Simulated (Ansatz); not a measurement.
One change: `[NH2][Sn][SH]` becomes `N[Si]S`.

Ansatz, PBE0-D4/def2-TZVP geometries, multiplicity 1. Each molecule was computed in one conformer, which needn't be the lowest.

Elements past krypton have def2 core potentials.

```json
{"property": "HOMO energy (PBE0/def2-TZVPP) / eV", "`[NH2][Sn][SH]`": "-6.92"}
{"property": "LUMO energy (B3LYP/def2-TZVPP) / eV", "`[NH2][Sn][SH]`": "-2.02"}
{"property": "HOMO energy (ωB97M-V/def2-TZVPP) / eV", "`[NH2][Sn][SH]`": "-8.93"}
{"property": "HOMO–LUMO gap (PBE0/def2-TZVPP) / eV", "`[NH2][Sn][SH]`": "5.10"}
{"property": "size of the dipole moment (PBE/def2-TZVPP) / D", "`[NH2][Sn][SH]`": "1.83"}
{"property": "HOMO–LUMO gap (PBE/def2-TZVPP) / eV", "`[NH2][Sn][SH]`": "3.32"}
```

Question: Give the same properties after the change, and the shifts. (An estimate is asked.)

Answer: Ansatz gave: 
```
                                      property  `N[Si]S`  shift
            HOMO energy (PBE0/def2-TZVPP) / eV     -6.65   0.27
           LUMO energy (B3LYP/def2-TZVPP) / eV     -1.41   0.61
         HOMO energy (ωB97M-V/def2-TZVPP) / eV     -8.70   0.23
          HOMO–LUMO gap (PBE0/def2-TZVPP) / eV      5.40   0.30
size of the dipole moment (PBE/def2-TZVPP) / D      1.51  -0.32
           HOMO–LUMO gap (PBE/def2-TZVPP) / eV      3.58   0.26
```

With PBE0 the HOMO rises by 0.27 eV and the LUMO rises by 0.56 eV, so the gap widens by about 0.29 eV. PBE moves the HOMO by 0.17 eV and ωB97M-V by 0.23 eV. Dipoles are sizes alone; their direction can turn.

B3LYP here is the variant with VWN-RPA as its local correlation; programs differ in this.
